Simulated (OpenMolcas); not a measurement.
Computed levels of 2s2 2p4 in ions with 8 electrons, in cm-1 above 3P2.

```json
{
 "Program": "OpenMolcas",
 "Method": "SS-CASPT2, IPEA 0.25 Eh, imaginary shift 0.1 Eh",
 "Basis": "ANO-R3",
 "Scalar Hamiltonian": "X2C, finite nucleus",
 "Spin-orbit coupling": "RASSI with atomic mean-field integrals over the reference wave functions, term energies averaged over their components"
}
```

Active space for each ion: 6 electrons in 4 orbitals (2s 2p); closed shells correlated by CASPT2: 1s.

```csv
Level,O,Ne2+
3P1,148,600
3P0,221,885
1D2,15770,26170
1S0,33070,55700
```

**Question.** Estimate 3P0, 1D2, 1S0 for F+ from its neighbours O and Ne2+.

**Answer.** 3P0 is fine structure, which grows about as the fourth power of a screened charge, so the fourth roots are averaged: ((221^0.25 + 885^0.25) / 2)^4 = 470. The calculation gives 473, so the estimate is off by -0.6 %; the measured value is 490 (NIST Handbook of Basic Atomic Spectroscopic Data).
1D2 is another term, which grows about linearly with the charge: (15770 + 26170) / 2 = 20970. The calculation gives 21010, so the estimate is off by -0.2 %; the measured value is 20873 (NIST Handbook of Basic Atomic Spectroscopic Data).
1S0 is another term, which grows about linearly with the charge: (33070 + 55700) / 2 = 44385. The calculation gives 44600, so the estimate is off by -0.5 %; the measured value is 44918 (NIST Handbook of Basic Atomic Spectroscopic Data).

Term energies are means over components that CASPT2 splits; among the terms shown or strongly mixed into the levels shown the widest spread is 87 cm-1 (2s2 2p4 1D, F+). Measured partners are found by configuration, term and J. A level has none where our copy of the source lacks it or the pairing is in doubt (some pairs that miss far off the trend of their configuration count as doubtful), and it then counts in no deviation. Only configurations of the active space appear.
